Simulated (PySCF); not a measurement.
A structure optimised at PBE-D3(BJ)/def2-SVP, used in a PySCF frequency run:

```
C
F 1 1.3438
H 1 1.1066 2 110.54
Cl 1 1.7789 3 108.44 2 121.02
Br 1 1.9665 3 106.44 2 -118.80
```

### Question
Write its SMILES and formula.

### Answer
F[C@H](Cl)Br, CHBrClF

### Question
What are its rotational constants (standard atomic weights)?

### Answer
6.3190, 1.9489, 1.5369 GHz
